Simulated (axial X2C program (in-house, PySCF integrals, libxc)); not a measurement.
**CoF⁺ at several levels of theory**

Calculated with an in-house all-electron X2C program for linear molecules (integrals from PySCF). Spin-free means the one-electron spin-free X2C Hamiltonian; two-component (2c) means X2C with spin–orbit coupling and atomic mean-field two-electron Coulomb and Gaunt terms, so the difference of the two also holds small scalar two-electron terms. Basis: Co dyall-cv3z [9s10p6d3f2g], F dyall-av3z [7s6p3d2f] (cores contracted in-house); Gaussian nuclei, density fitting, unrestricted open shells. Masses: Co 58.933 u, F 18.998 u.

State, spin-free: M_S = 3/2, Λ = 3 (beyond evenly filled blocks: σα, π+α, π+β, π-α, δ+α, δ+β, δ-α); electrons by block: σα: 9, σβ: 8, π+α: 4, π+β: 4, π-α: 4, π-β: 3, δ+α: 1, δ+β: 1, δ-α: 1. Fragments: Co+ + F.

State, 2c: Ω = 9/2 (⟨Sz⟩ = 1.50, ⟨Lz⟩ = 3.00 at PBE0); electrons by block: 1/2: 13, -1/2: 12, 3/2: 5, -3/2: 4, 5/2: 1. Fragments: Co+ + F.

```
Hamiltonian    level  Re (Å)  ωe (cm⁻¹)  De (eV)  D0 (eV)  μ (D)
  spin-free     PBE0   1.687      785.6     3.47     3.42  -5.43
  spin-free       HF   1.721      787.3      n/a      n/a  -7.29
  spin-free      MP2   1.702      774.1     3.52     3.47    n/a
  spin-free     CCSD   1.700      787.0     3.68     3.63    n/a
  spin-free  CCSD(T)   1.700      781.0      n/a      n/a    n/a
  spin-free     BP86   1.700      730.2     3.82     3.78  -4.50
         2c     PBE0   1.688      785.4      n/a      n/a  -5.43
         2c       HF   1.721      786.9      n/a      n/a  -7.29
         2c      MP2   1.703      773.7      n/a      n/a    n/a
         2c     CCSD   1.700      786.6      n/a      n/a    n/a
         2c  CCSD(T)   1.700      780.5      n/a      n/a    n/a
         2c     BP86   1.700      730.3      n/a      n/a  -4.50
```

Correlated methods: 15 electrons correlated (number of frozen shells: Co 3 s, 2 p; F 1 s), 249 virtual spin orbitals or spinors in MP2, 90 natural virtuals in coupled cluster.

Dipoles are positive if F is the positive end and refer to the centre of mass.

The state is a single determinant with fixed occupations, the lowest that a limited PBE0 search found. De is counted from the lowest determinant-based energies of the atoms at the same level, without counterpoise correction. De is not given where an atomic determinant may have missed its ground term or J level, or where the truncated virtual space spoils (T). Density functionals use the spin component along the axis (collinear). Coupled cluster ran in a truncated set of natural virtual spinors; the MP2 energy of the rest was added. (T) has no such correction and the atoms are truncated less, which lowers De at CCSD(T) by a hundredth of an eV or more. Other states lie close and PBE0, whose exact exchange favours high spin, may order them wrongly; the determinant shown need not be the ground state. The nearest other spin-free determinant of the search, M_S = 3/2, Λ = 0, lies 0.08 eV up at the distance of the search. Without a current term, density functionals place determinants with orbital angular momentum somewhat too high. With several unpaired electrons one determinant need not be a pure state. At some level and bond length an empty orbital lies below a filled one.

Rough cost a point (2c) on 1 thread(s) of a shared host, integrals apart: PBE0 0.6 s, HF 0.3 s, CCSD(T) 14 s, BP86 0.4 s.

The whole task took 5.9 min on 1 thread of Intel(R) Xeon(R) Processor @ 2.30GHz (shared host).
